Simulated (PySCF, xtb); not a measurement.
Ge(Cl)2(Me)(OH) (CH₄Cl₂GeO), SMILES [Ge]([Cl])([OH])([CH3])[Cl].

xtb with GFN2-xTB at its own geometry gives an orbital gap of 6.04 eV and a dipole moment of 1.68 D.

The structure is a stationary point at B3LYP-D3(BJ)/def2-SVP. This is a generated structure with no PubChem entry under its InChIKey; it may be hypothetical. One conformer was computed; it need not be the lowest.

Problem. What does r2SCAN/def2-TZVP (PySCF) give? (An estimate is asked for; the answer gives what the named calculation found.)

Solution. gap 6.42 eV (levels -7.87 and -1.45 eV), dipole 1.54 D.
